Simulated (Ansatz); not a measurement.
Geometry optimisation, RKS PBE/def2-SVP (Ansatz 0.2.0).

input.yaml

```yaml
crystal:
  periodic: [false, false, false]
  atoms:
    - { symbol: Al, position_ang: [0.0, 0.0, 0.0] }
    - { symbol: O, position_ang: [0.0, 0.0, 2.13] }
    - { symbol: H, position_ang: [-0.9095, -0.2814, 2.4671] }
    - { symbol: H, position_ang: [1.351, 0.0, -0.78] }
    - { symbol: H, position_ang: [-1.351, 0.0, -0.78] }
    - { symbol: Br, position_ang: [0.1215, 2.5689, 0.8545] }
    - { symbol: H, position_ang: [0.0592, 1.2514, 2.0086] }
basis:
  gaussian: { orbitals: def2-SVP }
hamiltonian:
  xc: pbe
relax:
  f_tol: 0.15
  max_steps: 25
  restrain:
    - { distance: [0, 5], at: 3.61, k: 30.0 }
    - { distance: [6, 1], at: 2.21, k: 30.0 }
    - { distance: [0, 1], at: 1.78, k: 30.0 }
    - { distance: [6, 5], at: 1.55, k: 30.0 }
```

Command:

```bash
$ ansatz run input.yaml --threads 2 --pin off --max-ram 3072MiB --backend cpu --events-out ev --progress --plain --runs-dir out
```

Problem. Where does it end, and by what steps?

Solution. The run converged. The restraints hold the end off the free minimum; the threshold counts their pulls, which the force column leaves out. Restrained pairs: Al1–Br6 (2.71 → 3.61 Å), O2–H7 (1.26 → 2.20 Å), Al1–O2 (2.13 → 1.77 Å), Br6–H7 (1.75 → 1.51 Å). After 7 steps the energy has fallen by 0.034 eV (the restraints' own energy left out); Br6 moved furthest, 0.70 Å.

| step | energy less start (eV) | largest force component (eV/Å) | accepted |
| --- | --- | --- | --- |
| 0 | 0.0000 | 1.914 | yes |
| 1 | 0.3917 | 1.836 | yes |
| 2 | 0.3829 | 1.425 | yes |
| 3 | 0.2099 | 1.296 | yes |
| 4 | 0.0190 | 1.190 | yes |
| 5 | -0.0150 | 1.232 | yes |
| 6 | -0.0203 | 1.065 | no |
| 7 | -0.0338 | 1.083 | yes |

```xyz
7
Properties=species:S:1:pos:R:3
Al -0.065 -0.232 0.026
O -0.036 -0.318 1.790
H -0.882 -0.424 2.260
H 1.375 -0.234 -0.642
H -1.471 -0.278 -0.731
Br 0.136 3.165 1.220
H 0.214 1.861 1.978
```

The run took 11 s on 2 threads of Arm Neoverse V2, on a shared host, peak memory 0.12 GiB.
